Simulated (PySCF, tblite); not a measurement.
Compound: C4H14N2Si.
Geometry (GFN2-xTB, Å), atoms numbered from 1 in this order:
```xyz
21
C4H14N2Si angstrom
C      2.325   -1.502   -0.895
N      1.032   -1.250   -0.310
Si     0.306    0.314   -0.317
C      1.274    1.678    0.588
N     -1.195    0.076    0.495
C     -1.945    1.187    1.020
C     -2.058   -1.018    0.122
H      2.428   -0.890   -1.788
H      2.411   -2.552   -1.183
H      3.154   -1.260   -0.219
H      0.873   -1.830    0.501
H      0.223    0.674   -1.749
H      1.268    1.536    1.666
H      0.883    2.668    0.380
H      2.311    1.669    0.264
H     -2.632    1.606    0.274
H     -1.268    1.970    1.344
H     -2.540    0.858    1.878
H     -2.590   -1.389    1.004
H     -1.463   -1.820   -0.301
H     -2.805   -0.708   -0.619
```

Level of theory: PBE0/pcSseg-1 in PySCF (dipole) on a GFN2-xTB geometry, gas phase.

Masses are those of the commonest isotopes; rigid-rotor values at the optimised geometry. The values belong to one conformer with, in the numbering `[CH3:1][NH:2][Si@H:3]([CH3:4])[N:5]([CH3:6])[CH3:7]`, C1–N2–Si3–C4 -61°, N2–Si3–N5–C6 163°.

Problem. Give the principal moments of inertia and the rotational constants in MHz.

Solution. Ia = 165.56, Ib = 337.08, Ic = 467.68 u·Å²; 505379 MHz·u·Å²/I gives A = 3053, B = 1499, C = 1081 MHz.

Problem. What kind of rotor is it?

Solution. An asymmetric top. Ray's parameter κ = (2B − A − C)/(A − C) = -0.575; −1 is the prolate and +1 the oblate limit.

Problem. What does the inertial defect say?

Solution. Not planar: Δ = Ic − Ia − Ib = -34.97 u·Å². For a rigid frame Δ = −2 Σ m c², so Σ m c² = 17.48 u·Å² lies off the ab plane: 11.28 from hydrogen and 6.21 from heavier atoms. The atom farthest from that plane is 1.84 Å away.

Problem. Give the other two planar moments, Paa and Pbb, and the rms extents of the mass along the axes.

Solution. Paa = Σ m a² = (Ib + Ic − Ia)/2 = 319.60 and Pbb = Σ m b² = (Ia + Ic − Ib)/2 = 148.08 u·Å². With the mass M = 118.09 u, the rms extents √(P/M) along a, b and c are 1.65, 1.12, 0.38 Å.

Problem. Predict some low-J microwave lines.

Solution. The dipole components are |μa| = 0.04 D, |μb| = 0.07 D, |μc| = 0.78 D. Intensities carry the squares of the components, which stand as 0.00 : 0.01 : 1.00 (a : b : c). Some lines, for components of 0.1 D or more:

```tsv
type	branch	J(Ka,Kc)	MHz	lower level (cm⁻¹)
c	Q	4(1,4) ← 4(0,4)	487	0.828
c	Q	3(1,3) ← 3(0,3)	819	0.504
c	Q	2(1,2) ← 2(0,2)	1208	0.256
c	Q	1(1,1) ← 1(0,1)	1553	0.086
c	Q	4(2,3) ← 4(1,3)	3362	0.982
c	Q	3(2,2) ← 3(1,2)	4083	0.615
c	Q	2(2,1) ← 2(1,1)	4660	0.338
c	Q	5(3,3) ← 5(2,3)	7333	1.587
c	Q	4(3,2) ← 4(2,2)	8054	1.127
c	Q	3(3,1) ← 3(2,1)	8501	0.763
c	R	2(2,1) ← 1(1,1)	10657	0.138
c	R	3(1,2) ← 2(0,2)	10781	0.256
c	Q	5(4,2) ← 5(3,2)	11992	1.839
c	Q	4(4,1) ← 4(3,1)	12170	1.397
c	R	3(2,1) ← 2(1,1)	12754	0.338
c	R	4(1,3) ← 3(0,3)	14305	0.504
c	R	4(2,2) ← 3(1,2)	15330	0.615
c	R	5(2,3) ← 4(1,3)	18148	0.982
c	R	4(3,1) ← 3(2,1)	19003	0.763
c	R	5(3,3) ← 4(2,3)	22118	1.094
c	R	5(4,1) ← 4(3,1)	25240	1.397
c	R	5(4,2) ← 4(3,2)	25290	1.395
```

Problem. Estimate the classical rotational partition function at 10 K, 200 K and 298.15 K.

Solution. Point group C1, symmetry number σ = 1; q = (√π/σ)·√((kT/h)³/(ABC)), k/h = 20836.6 MHz/K: 2400 at 10 K, 214000 at 200 K, 390000 at 298.15 K.

Its GFN2-xTB frequencies are all real (lowest 56 cm⁻¹). No vibrational averaging or centrifugal distortion is included, and the geometry carries the error of its method. A rigid rotor knows nothing of inversion at nitrogen or internal rotation, which can split or shift real lines. Quadrupole hyperfine structure (14N) is left out.

The run took 72 s of wall time (with the writing of density and orbital grids) on one thread, Arm Neoverse N1 (aarch64), no GPU, shared host, and the process peaked at 0.87 GiB of memory. This is the PBE0/pcSseg-1 job that gave the dipole, with the shieldings it also computed.
